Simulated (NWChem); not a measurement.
# CH₂ClNOSi; SMILES O([SiH2]Cl)C#N

```xyz
7

N      0.9157    -2.7314    -0.2352
C      0.1908    -1.8872     0.0959
O     -0.6235    -0.9799     0.4888
Si    -0.8912     0.5543    -0.2068
Cl     0.7696     1.7105     0.0675
H     -2.0355     1.0806     0.5628
H     -1.1358     0.3633    -1.6547
```
Atoms are numbered in this order, from 1.

Program: NWChem. Pople sets run with spherical d functions. The geometry was optimised at PBE0/def2-SVP. Total energies compare along this basis series because the functional is fixed.

```tsv
level	basis functions	energy (Ha)	highest occupied level (eV)	orbital gap (eV)	dipole (D)
TPSS/STO-3G	35	-908.4827	-4.62	6.83	4.51
TPSS/3-21G	57	-914.3754	-7.35	6.13	4.39
TPSS/6-31G*	82	-919.0437	-7.33	6.04	4.40
TPSS/6-31+G*	102	-919.0531	-7.61	6.01	4.60
TPSS/6-311G**	118	-919.1495	-7.52	6.01	4.52
TPSS/6-311++G**	140	-919.1556	-7.64	5.99	4.65
```
